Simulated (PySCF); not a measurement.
Record of a relaxation.

Mo(CMe)(OMe)3, C5H12MoO3 (singlet state).
Bonds: Mo1–C2, Mo1–O7, Mo1–O12, Mo1–O17, C2–C3, O7–C8, O12–C13, O17–C18. Hydrogens: H4, H5, H6 on C3; H9, H10, H11 on C8; H14, H15, H16 on C13; H19, H20, H21 on C18.

Method: PySCF 2.14.0, PBE0-D3(BJ)/def2-SVP geometry optimisation, gas phase, def2 core potentials past Kr; density fitting, grid level 1; the optimiser is geomeTRIC in internal coordinates, started from a GFN2-xTB structure with every atom displaced at random (about 0.03 Å). The frame can shift and turn from step to step; on so coarse a grid that alone can change the energy by a few meV, and forces under 0.02 eV/Å are noise.

Step 0: E = -13356.3752 eV, largest atomic force 7.146 eV/Å
```
atom  x, y, z in Å  |  force x, y, z in eV/Å
Mo1     0.010   -0.051   -0.684   -2.161   3.575   3.234
C2      0.068   -0.059    1.113    0.053  -0.544  -3.677
C3      0.130   -0.099    2.551    2.327   0.093   0.582
H4      0.310   -1.116    2.925   -0.652  -0.284   0.097
H5      1.096    0.380    2.886   -0.626   0.113  -0.202
H6     -0.669    0.426    3.038   -0.872   0.193   0.567
O7      1.488   -0.809   -1.371    1.520  -0.655  -0.921
C8      2.681   -1.438   -1.041   -2.848  -2.121   3.279
H9      2.693   -1.536    0.131    0.381   0.071  -1.844
H10     3.494   -0.890   -1.359    2.298   1.370  -1.016
H11     2.631   -2.464   -1.455    0.487   0.206  -0.018
O12    -0.111    1.817   -1.138   -0.215  -0.903  -0.515
C13    -0.205    3.141   -0.695    5.944  -2.647   2.954
H14    -0.092    3.100    0.456   -0.387   0.486  -1.292
H15    -1.060    3.596   -0.954   -3.728   1.898  -1.315
H16     0.734    3.707   -1.058   -1.391  -0.434   0.262
O17    -1.597   -0.842   -1.152   -1.294  -1.219   0.068
C18    -2.715   -1.557   -0.619    0.387   0.738  -0.771
H19    -2.629   -1.637    0.472   -0.205   0.208   0.191
H20    -2.770   -2.579   -1.020    0.326  -0.129  -0.152
H21    -3.674   -1.076   -0.956    0.656  -0.013   0.491
```

Step 1: E = -13357.3472 eV, largest atomic force 1.741 eV/Å
```
atom  x, y, z in Å  |  force x, y, z in eV/Å
Mo1    -0.046    0.025   -0.715    0.285  -0.890  -1.469
C2      0.052   -0.048    0.977   -0.043  -0.023   1.419
C3      0.149   -0.112    2.438    0.694   0.003   0.330
H4      0.249   -1.155    2.787   -0.298   0.015   0.005
H5      1.084    0.375    2.785   -0.202   0.075  -0.089
H6     -0.689    0.387    2.949   -0.082  -0.114  -0.011
O7      1.506   -0.824   -1.359    0.135  -0.146  -0.011
C8      2.685   -1.472   -0.965   -0.616   0.263   0.221
H9      2.759   -1.549    0.134    0.001   0.076   0.059
H10     3.552   -0.907   -1.336    0.139  -0.058  -0.075
H11     2.707   -2.499   -1.363    0.057  -0.001  -0.162
O12    -0.123    1.806   -1.154    0.000   0.918  -0.223
C13    -0.182    3.089   -0.624    0.274  -0.080   0.255
H14    -0.111    3.099    0.482   -0.146  -0.147  -0.072
H15    -1.123    3.563   -0.933   -0.083   0.179   0.007
H16     0.669    3.686   -0.991   -0.056   0.068  -0.154
O17    -1.645   -0.825   -1.166   -0.127  -0.215  -0.098
C18    -2.705   -1.515   -0.576    0.361   0.120  -0.210
H19    -2.618   -1.497    0.522   -0.133  -0.035   0.075
H20    -2.704   -2.562   -0.927   -0.032  -0.009   0.082
H21    -3.652   -1.052   -0.895   -0.129   0.001   0.121
```

Step 2: E = -13357.4281 eV, largest atomic force 0.965 eV/Å
```
atom  x, y, z in Å  |  force x, y, z in eV/Å
Mo1    -0.050    0.025   -0.778    0.185   0.096   0.942
C2      0.055   -0.053    0.963   -0.085   0.063  -0.827
C3      0.159   -0.115    2.432    0.131  -0.030  -0.038
H4      0.221   -1.160    2.782   -0.096   0.017  -0.007
H5      1.076    0.388    2.784   -0.020   0.053  -0.022
H6     -0.700    0.371    2.928    0.004  -0.050  -0.039
O7      1.503   -0.832   -1.402   -0.141   0.038  -0.045
C8      2.656   -1.469   -0.951   -0.059   0.190  -0.129
H9      2.699   -1.517    0.147   -0.030   0.038   0.183
H10     3.551   -0.924   -1.312   -0.091  -0.099   0.042
H11     2.697   -2.500   -1.339    0.015  -0.021  -0.051
O12    -0.121    1.852   -1.201    0.036  -0.260  -0.090
C13    -0.163    3.109   -0.612   -0.235  -0.046  -0.022
H14    -0.092    3.054    0.485   -0.032  -0.045   0.144
H15    -1.112    3.617   -0.882    0.170  -0.039   0.071
H16     0.673    3.727   -0.974    0.090   0.085  -0.092
O17    -1.648   -0.852   -1.208    0.148   0.005  -0.086
C18    -2.681   -1.533   -0.573    0.141   0.002   0.016
H19    -2.583   -1.484    0.525   -0.013  -0.016   0.019
H20    -2.678   -2.593   -0.883   -0.030   0.003   0.032
H21    -3.649   -1.095   -0.863   -0.087   0.015  -0.001
```

Step 3: E = -13357.4580 eV, largest atomic force 0.355 eV/Å
```
atom  x, y, z in Å  |  force x, y, z in eV/Å
Mo1    -0.051    0.028   -0.810   -0.086   0.241   0.245
C2      0.054   -0.046    0.913    0.031   0.013  -0.099
C3      0.159   -0.104    2.382   -0.030  -0.029  -0.040
H4      0.206   -1.148    2.735   -0.002   0.005   0.007
H5      1.068    0.410    2.736    0.010   0.015   0.010
H6     -0.710    0.375    2.865    0.005   0.003   0.001
O7      1.490   -0.825   -1.428    0.032  -0.014  -0.162
C8      2.625   -1.452   -0.933    0.097  -0.004   0.064
H9      2.628   -1.475    0.173    0.003  -0.007  -0.023
H10     3.534   -0.924   -1.275   -0.056  -0.027   0.029
H11     2.676   -2.490   -1.307    0.009  -0.006   0.022
O12    -0.120    1.856   -1.220   -0.005  -0.097  -0.127
C13    -0.148    3.090   -0.585   -0.080   0.020   0.062
H14    -0.067    2.982    0.511    0.014   0.026   0.025
H15    -1.094    3.620   -0.814    0.088  -0.061   0.015
H16     0.686    3.721   -0.940    0.001  -0.006   0.014
O17    -1.639   -0.863   -1.228   -0.048  -0.084  -0.075
C18    -2.654   -1.541   -0.562   -0.006   0.014   0.073
H19    -2.539   -1.472    0.535    0.019   0.000  -0.009
H20    -2.653   -2.608   -0.845   -0.004  -0.002  -0.012
H21    -3.637   -1.118   -0.833    0.007   0.000  -0.021
```

Step 4: E = -13357.4652 eV, largest atomic force 0.104 eV/Å
```
atom  x, y, z in Å  |  force x, y, z in eV/Å
Mo1    -0.058    0.036   -0.838   -0.079  -0.029   0.014
C2      0.053   -0.036    0.881    0.034   0.008   0.065
C3      0.158   -0.092    2.350   -0.060  -0.010  -0.027
H4      0.202   -1.134    2.707    0.027  -0.002   0.005
H5      1.063    0.429    2.704    0.010  -0.006   0.012
H6     -0.714    0.385    2.828    0.004   0.015   0.006
O7      1.487   -0.821   -1.451    0.015   0.001  -0.103
C8      2.609   -1.443   -0.920    0.066  -0.027   0.065
H9      2.586   -1.448    0.185    0.005  -0.013  -0.014
H10     3.527   -0.923   -1.248   -0.012   0.010   0.002
H11     2.671   -2.487   -1.276   -0.015   0.003   0.015
O12    -0.125    1.861   -1.237   -0.011   0.044  -0.081
C13    -0.138    3.074   -0.561   -0.021   0.056   0.058
H14    -0.044    2.933    0.531    0.017   0.005  -0.024
H15    -1.082    3.614   -0.760    0.016  -0.024  -0.003
H16     0.693    3.713   -0.909    0.000  -0.016   0.021
O17    -1.643   -0.873   -1.247    0.022  -0.015  -0.037
C18    -2.643   -1.549   -0.557   -0.041   0.010   0.059
H19    -2.512   -1.466    0.537    0.010  -0.003  -0.013
H20    -2.641   -2.620   -0.827    0.001  -0.003  -0.013
H21    -3.633   -1.135   -0.820    0.013  -0.006  -0.009
```

Step 5: E = -13357.4674 eV, largest atomic force 0.078 eV/Å
```
atom  x, y, z in Å  |  force x, y, z in eV/Å
Mo1    -0.063    0.037   -0.856   -0.008  -0.008  -0.074
C2      0.051   -0.031    0.863    0.016  -0.003   0.077
C3      0.154   -0.084    2.331   -0.040   0.004  -0.004
H4      0.201   -1.126    2.691    0.019  -0.002  -0.001
H5      1.057    0.439    2.686    0.005  -0.009   0.006
H6     -0.719    0.392    2.808    0.004   0.007   0.000
O7      1.486   -0.820   -1.467   -0.010   0.016  -0.019
C8      2.601   -1.437   -0.911    0.022  -0.023   0.028
H9      2.562   -1.432    0.194   -0.002  -0.002  -0.008
H10     3.523   -0.920   -1.229    0.006   0.011  -0.005
H11     2.668   -2.485   -1.253   -0.007   0.002   0.004
O12    -0.129    1.867   -1.251   -0.009  -0.004  -0.022
C13    -0.133    3.067   -0.547    0.008   0.017   0.024
H14    -0.027    2.902    0.540    0.006   0.000  -0.008
H15    -1.076    3.612   -0.726   -0.013   0.003  -0.006
H16     0.698    3.710   -0.887    0.002  -0.007   0.005
O17    -1.645   -0.881   -1.260    0.021   0.002  -0.001
C18    -2.637   -1.555   -0.556   -0.032  -0.006   0.018
H19    -2.494   -1.466    0.536    0.004   0.000  -0.008
H20    -2.635   -2.627   -0.822    0.001   0.002  -0.006
H21    -3.630   -1.146   -0.813    0.007   0.000  -0.001
```

Step 6: E = -13357.4678 eV, largest atomic force 0.025 eV/Å
```
atom  x, y, z in Å  |  force x, y, z in eV/Å
Mo1    -0.063    0.037   -0.860    0.003  -0.024   0.006
C2      0.051   -0.030    0.861    0.004   0.003  -0.007
C3      0.151   -0.084    2.329   -0.012   0.004   0.003
H4      0.201   -1.125    2.689    0.004  -0.001  -0.001
H5      1.054    0.440    2.686    0.001  -0.003   0.001
H6     -0.723    0.393    2.805    0.000   0.000  -0.001
O7      1.489   -0.819   -1.469   -0.002   0.011   0.002
C8      2.602   -1.434   -0.907    0.002  -0.009   0.007
H9      2.558   -1.426    0.197   -0.001   0.002  -0.001
H10     3.525   -0.916   -1.223    0.004   0.002  -0.002
H11     2.669   -2.483   -1.246    0.000   0.001   0.000
O12    -0.131    1.867   -1.254   -0.008   0.010  -0.004
C13    -0.133    3.064   -0.546    0.013   0.006   0.007
H14    -0.023    2.895    0.541   -0.002  -0.003  -0.004
H15    -1.077    3.610   -0.721   -0.008   0.004  -0.003
H16     0.698    3.708   -0.885   -0.001  -0.001   0.000
O17    -1.643   -0.883   -1.263    0.009  -0.006   0.006
C18    -2.636   -1.556   -0.558   -0.009   0.001  -0.005
H19    -2.491   -1.469    0.533    0.002  -0.001  -0.001
H20    -2.636   -2.628   -0.826    0.001   0.002  -0.003
H21    -3.629   -1.145   -0.813    0.002   0.002   0.002
```

Step 7: E = -13357.4679 eV, largest atomic force under 0.02 eV/Å
```
atom  x, y, z in Å  |  force x, y, z in eV/Å
Mo1    -0.061    0.036   -0.860    0.000   0.005   0.005
C2      0.051   -0.031    0.861    0.000   0.003  -0.013
C3      0.148   -0.084    2.330    0.005   0.001   0.004
H4      0.200   -1.126    2.689   -0.004   0.000  -0.001
H5      1.050    0.439    2.689   -0.002   0.001  -0.002
H6     -0.727    0.391    2.805   -0.002  -0.003  -0.001
O7      1.492   -0.817   -1.467    0.004   0.005   0.008
C8      2.606   -1.432   -0.903   -0.008   0.001  -0.005
H9      2.560   -1.422    0.201    0.001   0.003   0.004
H10     3.528   -0.914   -1.220    0.001  -0.002   0.000
H11     2.673   -2.481   -1.241    0.002   0.000  -0.001
O12    -0.132    1.866   -1.255   -0.004  -0.007   0.006
C13    -0.134    3.064   -0.546    0.006  -0.007  -0.004
H14    -0.024    2.894    0.540   -0.004  -0.001   0.002
H15    -1.078    3.609   -0.721   -0.001   0.002   0.000
H16     0.696    3.708   -0.885   -0.001   0.002  -0.002
O17    -1.641   -0.884   -1.264    0.007  -0.010   0.006
C18    -2.636   -1.557   -0.562    0.003   0.007  -0.011
H19    -2.490   -1.474    0.530   -0.001  -0.002   0.002
H20    -2.639   -2.628   -0.834   -0.001   0.001  -0.001
H21    -3.627   -1.141   -0.815   -0.002   0.002   0.002
```

Q: Summarise the path.

A: The energy falls by 1.0927 eV from step 0 to step 7; nine tenths of that is first reached at step 2. It falls at every step. The largest force goes from 7.146 to under 0.02 eV/Å. Among the bonds C13–H15 changes most, from 1.003 to 1.104 Å; the atoms move by 0.196 Å rms after alignment.

Q: Follow the three bonds and two angles with the largest change from start to end.

A: 
```csv
step,E above end (eV),largest force (eV/Å),C13–H15 (Å),Mo1–O7 (Å),C8–H10 (Å),Mo1–O12–C13 (°),H4–C3–H5 (°)
0,1.0927,7.146,1.003,1.797,1.031,147.9,98.7
1,0.1206,1.741,1.098,1.883,1.100,143.7,103.9
2,0.0398,0.965,1.110,1.879,1.108,141.9,106.4
3,0.0099,0.355,1.108,1.867,1.106,140.2,107.7
4,0.0026,0.104,1.105,1.870,1.104,138.5,108.0
5,0.0004,0.078,1.104,1.873,1.104,137.4,107.9
6,0.0001,0.025,1.104,1.874,1.104,137.2,107.8
7,0.0000,under 0.02,1.104,1.874,1.104,137.1,107.6
```

The cost below is that of the whole optimisation. Time: 8.6 min of wall time; peak memory 0.95 GiB. Hardware: AMD EPYC, one thread (shared host).
